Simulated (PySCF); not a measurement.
**`C[Si@@H]1C[C@H]1F`, C3H7FSi**

Geometry (Å), atoms numbered from 1 in this order:
```xyz
12

C     1.8517   -0.0653    0.5121
Si    0.3297   -0.3741   -0.5627
C    -1.1024    0.8561   -0.5105
C    -1.3679   -0.4282    0.2849
F    -2.3691   -1.2242   -0.2241
H     2.6142    0.4698   -0.0453
H     1.6023    0.5251    1.3887
H     2.2895   -0.9996    0.8504
H     0.4812   -1.1707   -1.7675
H    -1.0624    1.7655    0.0733
H    -1.7344    0.9738   -1.3794
H    -1.5312   -0.3288    1.3540
```

Method: TDDFT BHandHLYP/aug-cc-pVDZ circular dichroism and optical rotation, one conformer, gas phase in PySCF. Geometry: GFN2-xTB.

(1) Assign R or S to each stereocentre.

(2) Which excitations and rotatory strengths does the calculation give?

Answers

(1) Si2 R, C4 S.

(2) Rotatory strengths R in 10⁻⁴⁰ esu² cm², velocity form and length form (origin at the centre of mass); f in length form.
```csv
state,E (eV),λ (nm),f,R (velocity),R (length),main
1,6.12,203,0.005,+7.2,+7.2,HOMO→LUMO 0.86
2,6.18,201,0.008,+25.4,+25.3,HOMO→LUMO+2 0.57
3,6.36,195,0.116,-29.6,-28.9,HOMO→LUMO+1 0.88
4,6.75,184,0.003,+0.9,+0.8,HOMO→LUMO+3 0.76
5,6.96,178,0.029,-29.4,-29.3,"HOMO→LUMO+6 0.24, HOMO→LUMO+2 0.17"
6,7.19,172,0.007,-4.8,-5.2,"HOMO→LUMO+5 0.39, HOMO−1→LUMO 0.11"
7,7.33,169,0.011,-3.7,-3.3,"HOMO→LUMO+4 0.36, HOMO→LUMO+5 0.23"
8,7.42,167,0.004,+0.3,+0.5,"HOMO−1→LUMO+1 0.29, HOMO→LUMO+4 0.29"
9,7.54,164,0.003,+0.1,+0.1,"HOMO→LUMO+7 0.44, HOMO→LUMO+6 0.20"
10,7.57,164,0.013,+9.7,+9.5,"HOMO−1→LUMO+2 0.49, HOMO→LUMO+5 0.14"
11,7.60,163,0.035,+22.5,+21.9,"HOMO−1→LUMO 0.57, HOMO−1→LUMO+1 0.14"
12,7.70,161,0.069,-10.2,-10.0,"HOMO→LUMO+7 0.21, HOMO→LUMO+8 0.20"
```

Among the states computed, the strongest CD band (largest |R|) is state 3. The largest dissymmetry factor in size, g = 4R/(D+G), with D and G the electric and magnetic dipole strengths, is +0.027 for state 2 (velocity form, f = 0.009), among bands with |R| over 0.5. The mirror image has the same energies and oscillator strengths and all R with the opposite sign.
